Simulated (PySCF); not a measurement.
An unknown shows these calculated signals:

¹H NMR (500 MHz, computed): δ 6.19 (m, 1H), 6.05 (q, 1H), 5.68 (m, 1H), 2.96 (m, 1H), 2.85 (m, 1H), 2.00 (d, 3H), 1.81 (d, 3H).

¹³C{¹H} NMR (computed): δ 147.2 (C), 140.0 (C), 128.9 (CH), 123.7 (CH), 89.0 (CH), 37.2 (CH2), 17.9 (CH3), 17.6 (CH3).

[PySCF 2.14: geometry: GFN2-xTB; shielding tensors at PBE0/pcSseg-1 (GIAO); equivalent nuclei averaged; one conformer; no solvent; non-relativistic Hamiltonian]

δ = σ(ref) − σ, references computed at the same level: ¹H and ¹³C vs TMS.

**Question.** Which of these does the molecule contain: a heteroaromatic ring, an N-methyl group, a non-aromatic C=C double bond, a CF3 group?

**Answer.** 
- A heteroaromatic ring: no.
- An N-methyl group: no.
- A non-aromatic C=C double bond: yes.
- A CF3 group: no.

The data belong to `C/C=C1/C(=C/C)C[C@@H]1F`, C8H11F; they needn't prove each group on their own.

Carbon signals by region: 4 in the sp2 and nitrile region (100–160 ppm), 1 at 50–100 ppm, 3 below 50 ppm.

Splittings by ¹⁹F in the carbon and heteronuclear signals aren't shown, as no couplings were computed. Shifts are as computed. Against solution values, carbons near 30 ppm lie about +3 ppm off and those near 130 ppm about +5 ppm. Of 1211 compounds with measured shifts, 218 miss one by over three times the rms of a fit or turn the order of signals round; such compounds aren't used in these exercises. No couplings were computed; multiplicities are counted from neighbouring protons, with m where these are inequivalent, close in shift, in a saturated or five-membered ring or joined by F or P, and br s for small geminal =CH2 splittings.
